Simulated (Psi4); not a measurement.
C$_{2}$H$_{6}$Si, charge +1, doublet, geometry from GFN2-xTB (a state made from the parent by changing its charge; the spin is typed, not shown lowest); CCSD/STO-3G (Psi4).

Psi4 was given this input:
```
memory 2 GB

molecule {
1 2
Si
C  1 1.887558
H  2 1.093143 1 111.961483
H  2 1.091916 3 107.952379 1 121.860248
H  2 1.091835 4 108.031161 3 -116.363892
C  1 1.887558 2 130.852396 5 -63.623879
H  6 1.091916 1 110.514232 2 55.837285
H  6 1.091835 7 108.031160 1 120.886291
H  6 1.093143 8 107.836170 7 -116.439474
}

set {
  basis sto-3g
  reference uhf
}

energy('ccsd')
print_variables()
```

Q: What does Psi4 print? Leave out banner, timings and long lists.

A: 
```
   => Loading Basis Set <=

    Name: STO-3G
    Role: ORBITAL
    Keyword: BASIS

         ---------------------------------------------------------
                                   SCF
               by Justin Turney, Rob Parrish, Andy Simmonett
                          and Daniel G. A. Smith
                              UHF Reference
         ---------------------------------------------------------

  ==> Geometry <==

    Molecular point group: c1
    Full point group: C1

    Geometry (in Angstrom), charge = 1, multiplicity = 2:

       Center              X                  Y                   Z               Mass
    ------------   -----------------  -----------------  -----------------  -----------------
         SI           0.025439772444    -0.384726242904    -0.176312883146    27.976926534650
         C            0.025439772444    -0.384726242904     1.711245116854    12.000000000000
         H            0.025439772444    -1.398545838986     2.120062245957     1.007825032230
         H           -0.856813518665     0.132466012665     2.093896200956     1.007825032230
         H            0.910223396146     0.129388233053     2.091965371194     1.007825032230
         C           -0.068763119312     1.039906182817    -1.410988334483    12.000000000000
         H            0.731717242466     1.759367586284    -1.226904032097     1.007825032230
         H           -1.022163682841     1.563487222693    -1.316152015642     1.007825032230
         H            0.021239857299     0.692608854767    -2.443580048850     1.007825032230

  Running in c1 symmetry.

  Rotational constants: A =      1.08396  B =      0.16798  C =      0.15379 [cm^-1]
  Rotational constants: A =  32496.30087  B =   5036.02761  C =   4610.63165 [MHz]
  Nuclear repulsion =   95.684529597610222

  Charge       = 1
  Multiplicity = 2
  Electrons    = 31
  Nalpha       = 16
  Nbeta        = 15

  ==> Algorithm <==

  SCF Algorithm Type is PK.
  DIIS enabled.
  MOM disabled.
  Fractional occupation disabled.
  Guess Type is SAD.
  Energy threshold   = 1.00e-08
  Density threshold  = 1.00e-08
  Integral threshold = 1.00e-12

  ==> Primary Basis <==

  Basis Set: STO-3G
    Blend: STO-3G
    Number of shells: 17
    Number of basis functions: 25
    Number of Cartesian functions: 25
    Spherical Harmonics?: true
    Max angular momentum: 1

  ==> Integral Setup <==

  Using in-core PK algorithm.
   Calculation information:
      Number of atoms:                   9
      Number of AO shells:              17
      Number of primitives:             51
      Number of atomic orbitals:        25
      Number of basis functions:        25

      Integral cutoff                 1.00e-12
      Number of threads:                 1

  Performing in-core PK
  Using 105950 doubles for integral storage.
  We computed 11301 shell quartets total.
  Whereas there are 11781 unique shell quartets.

  ==> DiskJK: Disk-Based J/K Matrices <==

    J tasked:                  Yes
    K tasked:                  Yes
    wK tasked:                  No
    Schwarz Cutoff:          1E-12

  Minimum eigenvalue in the overlap matrix is 2.3099786017E-01.
  Reciprocal condition number of the overlap matrix is 1.0132441443E-01.
    Using symmetric orthogonalization.

  ==> Pre-Iterations <==

  SCF Guess: Superposition of Atomic Densities via on-the-fly atomic UHF (no occupation information).

   -------------------------
    Irrep   Nso     Nmo
   -------------------------
     A         25      25
   -------------------------
    Total      25      25
   -------------------------

  ==> Iterations <==

                        Total Energy        Delta E     RMS |[F,P]|

   @UHF iter SAD:  -360.93876001415606   -3.60939e+02   0.00000e+00
   @UHF iter   1:  -363.66629788412195   -2.72754e+00   6.14529e-03 DIIS/ADIIS
   @UHF iter   2:  -363.68953945488408   -2.32416e-02   1.26327e-03 DIIS/ADIIS
   @UHF iter   3:  -363.69092910322814   -1.38965e-03   3.24025e-04 DIIS/ADIIS
[...]
  @UHF Final Energy:  -363.69106021429690
    Total Energy =                       -363.6910602142968969
[...]
     8        -0.179764872423875    2.956e-05    0.007761    0.000000    0.000000    0.000000
     9        -0.179764737593288    1.048e-05    0.007760    0.000000    0.000000    0.000000
    10        -0.179764721367272    3.519e-06    0.007760    0.000000    0.000000    0.000000
    11        -0.179764718631668    1.161e-06    0.007760    0.000000    0.000000    0.000000
    12        -0.179764765239494    3.563e-07    0.007760    0.000000    0.000000    0.000000
    13        -0.179764783292695    1.189e-07    0.007760    0.000000    0.000000    0.000000
    14        -0.179764784054237    4.325e-08    0.007760    0.000000    0.000000    0.000000

    Iterations converged.

    Largest TIA Amplitudes:
             11   0         0.0203689502
              9   1         0.0140102937
             15   1         0.0102818735
              7   1         0.0062230486
             15   6         0.0046427845
             12   2         0.0024978984
              9   6         0.0018878458
             14   5        -0.0018138740
             11   4         0.0016779446
             12   5         0.0016219813

    Largest Tia Amplitudes:
             11   0         0.0169152943
             10   1         0.0164347737
             14   3        -0.0144601637
              9   0         0.0134647337
             14   6        -0.0051680751
             11   2        -0.0051266600
              9   2         0.0035427289
             14   9        -0.0028004391
              7   0         0.0026627592
              7   2         0.0023001159

    Largest TIJAB Amplitudes:
     14  11   2   0        -0.0125171857
     14  13   1   0         0.0120360575
     15  11   1   0         0.0116632077
     14  11   3   1        -0.0094155250
     14  13   4   1        -0.0090064990
     14   9   2   1        -0.0085883968
     15  14   2   1         0.0083112543
     14  10   5   1         0.0081250623
     15  11   3   2         0.0080940430
     15  13   2   0        -0.0078627786

    Largest Tijab Amplitudes:
     14   9   3   0        -0.0130774633
     14  11   3   0        -0.0127587447
     14  10   3   1        -0.0118134690
     14  12   2   1         0.0115795293
     14  13   2   0        -0.0113815865
     14  12   1   0        -0.0096300232
     14  12   5   2         0.0096220313
     14  10   4   2        -0.0089463659
     10   9   2   1         0.0088945415
     11   9   2   0         0.0085168086

    Largest TIjAb Amplitudes:
      9   9   0   1        -0.0584163547
     14  14   1   2        -0.0487172187
     14  14   1   0        -0.0459463807
     14  14   2   3        -0.0416064916
     15  14   2   2         0.0392465002
     15   9   0   1        -0.0385100852
     13  12   3   4        -0.0365082209
     15   9   1   2         0.0358400183
     13  10   3   5         0.0344244706
     11  12   3   5         0.0331592729

    SCF energy       (wfn)                    = -363.691060214296897
    Reference energy (file100)                = -363.691060214297067

    Opposite-spin MP2 correlation energy      =   -0.120172712066723
    Same-spin MP2 correlation energy          =   -0.015497186267684
    Singles MP2 correlation energy            =   -0.000000000000000
    MP2 correlation energy                    =   -0.135669898334407
      * MP2 total energy                      = -363.826730112631481

    Opposite-spin CCSD correlation energy     =   -0.166721472943500
    Same-spin CCSD correlation energy         =   -0.013043311110737
    Singles CCSD correlation energy           =    0.000000000000000
    CCSD correlation energy                   =   -0.179764784054237
      * CCSD total energy                     = -363.870824998351281

  Variable Map:
  ----------------------------------------------------------------------------
[...]
  Array Variable Map:
  ----------------------------------------------------------------------------
[...]
[...]
```
